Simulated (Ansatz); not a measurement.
Isolated molecules relaxed with PBE0-D4/def2-TZVP in Ansatz; ΔE leaves out vibrations. CBS: MP2 limit from def2 TZ/QZ plus the TZ coupled-cluster correction, frozen cores. DFT in def2-TZVPP. For Ga, Ge, Se outer-core shells are correlated without core-valence functions, which leaves a few kJ/mol of doubt a bond. Scalar relativity is left out up to krypton. One conformer a species, not always the lowest.

Consider the formal exchange of groups at the Se–Ga bond: `[CH3][GaH][SeH]` + GeH₄ → `[GeH3][SeH]` + `[CH3][GaH2]`.

`[CH3][GaH][SeH]`:

Z-matrix (Å, degrees):
```
C
Ga 1 1.960
H 1 1.090 2 111.8
H 1 1.092 2 110.4 3 121.7
H 1 1.094 2 109.4 3 -120.1
Se 2 2.332 1 120.0 3 13.1
H 2 1.565 1 126.4 3 -167.4
H 6 1.469 2 93.7 1 -0.6
```

GeH₄:

```xyz
5

Ge    0.000    0.000    0.000
H     0.611    1.380   -0.273
H     0.090   -0.311    1.499
H     0.771   -1.065   -0.790
H    -1.471   -0.004   -0.436
```

`[GeH3][SeH]`:

```xyz
6

Ge    0.089   -0.022   -0.593
Se   -1.129    0.107    1.421
H     0.874   -1.339   -0.662
H    -0.971    0.030   -1.699
H     1.051    1.169   -0.713
H     0.085    0.055    2.247
```

`[CH3][GaH2]`:

Cartesian coordinates in Å:
```
C -0.448 0.524 0.586
Ga 0.518 -0.641 -0.670
H -0.641 1.486 0.099
H -1.409 0.105 0.887
H 0.150 0.732 1.475
H 2.065 -0.450 -0.892
H -0.235 -1.756 -1.486
```

```tsv
level	ΔE (eV)
r2SCAN0-D4	0.72
B2PLYP	0.71
revPBE	0.68
r2SCAN	0.73
CAM-B3LYP	0.69
CCSD/def2-SVP	0.76
HF/def2-TZVPP	0.67
CCSD/def2-TZVPP	0.72
```

Q: What does CCSD(T)/CBS give? (Estimate.)

A: Computed: +0.74 eV. The listed levels differ from it by -0.02, -0.03, -0.06, -0.01, -0.05, 0.02, -0.07, -0.02 eV.

Largest T1 diagnostic among the species: 0.012.

In def2-TZVPP, CCSD(T) changes the Hartree–Fock value by +0.06 eV (the triples alone add +0.01 eV) and MP2 by +0.07 eV. At CCSD(T), def2-SVP lies +0.04 eV from the extrapolated value and def2-TZVPP −0.01 eV.

CCSD(T)/CBS has its own doubt, a few kJ/mol and more with outer-core shells, so smaller differences from it don't rank the levels.
